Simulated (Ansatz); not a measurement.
Start from `C#C[TeH]` and change one atom or group to get `C#[C][AlH2]`.

Ansatz, PBE0-D4/def2-TZVP geometries, multiplicity 1. 

Elements past krypton have def2 core potentials.

```json
{"property": "HOMO–LUMO gap (PBE0/def2-TZVPP) / eV", "`C#C[TeH]`": "5.43"}
{"property": "HOMO–LUMO gap (ωB97M-V/def2-TZVPP) / eV", "`C#C[TeH]`": "9.38"}
{"property": "LUMO energy (B3LYP/def2-TZVPP) / eV", "`C#C[TeH]`": "-1.25"}
{"property": "HOMO–LUMO gap (B3LYP/def2-TZVPP) / eV", "`C#C[TeH]`": "4.97"}
{"property": "HOMO–LUMO gap (PBE/def2-TZVPP) / eV", "`C#C[TeH]`": "3.56"}
{"property": "ideal-gas entropy at 298 K and 1 bar (rigid rotor, harmonic PBE0-D4/def2-TZVP) / J/(mol·K)", "`C#C[TeH]`": "288"}
```

Question: Give the same properties after the change, and the shifts. (An estimate is asked.)

Answer: Ansatz gave: 
| property | `C#[C][AlH2]` | shift |
| --- | --- | --- |
| HOMO–LUMO gap (PBE0/def2-TZVPP) / eV | 6.19 | 0.76 |
| HOMO–LUMO gap (ωB97M-V/def2-TZVPP) / eV | 10.09 | 0.71 |
| LUMO energy (B3LYP/def2-TZVPP) / eV | -2.08 | -0.83 |
| HOMO–LUMO gap (B3LYP/def2-TZVPP) / eV | 5.75 | 0.78 |
| HOMO–LUMO gap (PBE/def2-TZVPP) / eV | 4.20 | 0.64 |
| ideal-gas entropy at 298 K and 1 bar (rigid rotor, harmonic PBE0-D4/def2-TZVP) / J/(mol·K) | 274 | -14 |

With PBE0 the HOMO falls by 1.61 eV and the LUMO falls by 0.84 eV, so the gap widens by about 0.77 eV. PBE moves the HOMO by -1.43 eV and ωB97M-V by -1.78 eV. The zero-point energy changes by 18.1 kJ/mol with +3 modes.

B3LYP here is the variant with VWN-RPA as its local correlation; programs differ in this.

Spin–orbit coupling is left out; it splits and shifts lone-pair levels of the heavy atoms by tenths of an eV.
